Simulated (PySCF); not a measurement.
Broadened absorption spectrum of C4H12BN

Species: C4H12BN.
SMILES with atom numbers: `[CH3:1][C:2]([CH3:3])([CH3:4])[BH:5][NH2:6]` (hydrogens: H7, H8, H9 on C1; H10, H11, H12 on C3; H13, H14, H15 on C4; H16 on B5; H17, H18 on N6)

Level of theory: TDDFT PBE0/def2-SVPD, vertical, gas phase, core orbitals frozen in the response (PySCF). Geometry: PBE0-D3(BJ)/def2-SVP; no solvent, vibrations or thermal averaging. Torsions of this conformer, `[CH3:1][C:2]([CH3:3])([CH3:4])[BH:5][NH2:6]`: C1–C2–B5–N6 0°, H–N6–B5–C2 180°, H–N6–B5–C2 0°.

Each state is given a Gaussian of 0.4 eV full width at half maximum, with ε(max) = 2.175×10⁸ f / Δν̃ (Δν̃ the width in cm⁻¹). The width is an assumption, not a result. The curve ends short of the highest state used, and states not computed would add to its high-energy end.

(λ (nm), ε (L mol⁻¹ cm⁻¹)): (156.6, 9159), (157.8, 6586), (159.1, 4622), (160.4, 3600), (161.6, 3300), (162.9, 3319), (164.2, 3355), (165.4, 3227), (166.7, 2892), (168.0, 2445), (169.2, 2037), (170.5, 1668), (171.7, 1403), (173.0, 1171), (174.3, 965), (175.5, 784), (176.8, 601), (178.1, 444), (179.3, 330), (180.6, 242), (181.9, 184), (183.1, 148), (184.4, 120), (185.7, 96), (186.9, 77), (188.2, 58), (189.5, 41), (190.7, 29), (192.0, 18), (193.3, 11), (194.5, 6), (195.8, 4), (197.1, 2), (198.3, 1), (199.6, 0), (200.9, 0)

Q: Locate the maxima and give the states behind the curve.

A: 164 nm (7.56 eV), ε about 3400, made up of S3 (92%) (hardly more than a shoulder) (ε in L mol⁻¹ cm⁻¹; maxima over ε = 5, shares over 10%). At its high-energy end, 7.92 eV, the curve is still rising (ε about 9300, from S4 and S5). The states used: S1 6.77 eV (f 0.0015); S2 7.18 eV (f 0.013); S3 7.54 eV (f 0.046); S4 8.00 eV (f 0.073); S5 8.15 eV (f 0.128); S6 8.15 eV (f 0.024); S7 8.28 eV (f 0.037); S8 8.36 eV (f 0.042); S9 8.50 eV (f 0.034); S10 8.52 eV (f 0.034).

Q: What would ε be at 7.56 eV, the highest of these maxima, with half the width (0.2 eV)?

A: About 6050 L mol⁻¹ cm⁻¹ against 3360, a factor of about 1.8; a lone state at its own centre would give exactly 2.

Q: On this curve, what absorbance would a 10⁻³ mol/L sample give at 193 nm over a 1 cm path?

A: 193 nm is 6.424 eV, where ε is about 12 L mol⁻¹ cm⁻¹, so A = ε c l ≈ 0.012 (Beer–Lambert, with the gas-phase spectrum and the assumed width).

Q: Coming from long wavelengths, where does ε first pass 100 L mol⁻¹ cm⁻¹?

A: At about 185 nm (6.68 eV), 0.09 eV below S1.

The vertical ionisation energy (ΔSCF) is 9.73 eV, 1.21 eV above S10.

On Arm Neoverse V2, one thread, no GPU, on a shared host, this took 2.6 min.
